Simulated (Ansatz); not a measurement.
Potential energy curve for BH (anion, charge -1), lowest doublet found (which spin is the ground state isn't settled by this scan).

Methods: UCCSDT = CCSDT on UHF/aug-cc-pVTZ, frozen core (Ansatz, a quantum-chemistry and plane-wave program); FCI = full CI/aug-cc-pVTZ, frozen core in Ansatz; UCCSD = Ansatz with CCSD on UHF/aug-cc-pVTZ, frozen core.

Total energies in hartree (comparable only within one method and basis):

```csv
R / Å,UCCSDT,FCI,UCCSD
0.82,-25.09718,-25.09741,-25.09142
0.90,-25.15837,-25.15859,-25.15265
0.95,-25.18413,-25.18435,-25.17842
1.01,-25.20585,-25.20607,-25.20015
1.04,-25.21373,-25.21395,-25.20803
1.10,-25.22486,-25.22508,-25.21915
1.13,-25.22854,-25.22876,-25.22281
1.16,-25.23119,-25.23141,-25.22545
1.20,-25.23339,-25.23361,-25.22762
1.24,-25.23433,-25.23455,-25.22854
1.29,-25.23412,-25.23434,-25.22828
1.37,-25.23145,-25.23167,-25.22553
1.45,-25.22693,-25.22715,-25.22092
1.54,-25.22066,-25.22088,-25.21452
1.69,-25.20926,-25.20949,-25.20291
1.84,-25.19824,-25.19846,-25.19169
2.02,-25.18650,-25.18673,-25.17977
2.25,-25.17413,-25.17439,-25.16728
2.52,-25.16289,-25.16316,-25.15610
2.85,-25.15277,-25.15306,-25.14638
3.30,-25.14341,-25.14368,-25.13794
3.90,-25.13588,-25.13610,-25.13167
```

The unrestricted determinant behind UCCSDT, UCCSD is spin-contaminated at 0.82 to 1.84, 2.52 to 3.90 Å (<S²> up to 1.2, against 0.75 for a pure doublet). Where the anion isn't bound against loss of the electron, the finite basis alone holds it.
